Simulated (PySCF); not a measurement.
## Se (selenium, neutral) across methods

[Ar] 3d10 4s1 4p5, high-spin 3P determinant (an excited configuration). Calculation: PySCF 2.14, in aug-cc-pVTZ-PP with one added diffuse shell each of s, d, f type with ECP10MDF (7s5p5d3f, 68 functions); a scalar-relativistic core potential. The B2PLYP total includes its PT2 part (frozen core); its orbital energies are those of the SCF part.

```
   method  E (hartree)  mean ε 4s α (eV)  mean ε 4p α (eV)  mean ε 4p β (eV)  Σ⟨r²⟩ (bohr²)   ⟨S²⟩
  r2SCANh    -372.6016           -20.836            -8.814            -6.699          41.52  2.016
     PBE0    -372.6896           -21.311            -9.196            -7.127          41.69  2.010
     BP86    -372.8877           -19.038            -7.879            -6.431          41.68  2.006
   B2PLYP    -372.3354           -23.680           -10.411            -7.703          42.09  2.017
      PBE    -372.7268           -18.927            -7.797            -6.285          41.78  2.006
CAM-B3LYP    -372.6974           -22.969           -10.444            -8.421          41.81  2.008
      LDA    -372.1759           -19.117            -7.871            -6.427          41.72  2.005
   r2SCAN    -372.6048           -20.001            -8.312            -6.380          41.48  2.015
```

Estimate the same row for UHF.

E (hartree) = -371.43141; mean ε 4s α (eV) = -27.904; mean ε 4p α (eV) = -12.855; mean ε 4p β (eV) = -8.466; Σ⟨r²⟩ (bohr²) = 42.76; ⟨S²⟩ = 2.046.

Energies and moments cover only the electrons outside the core potential.
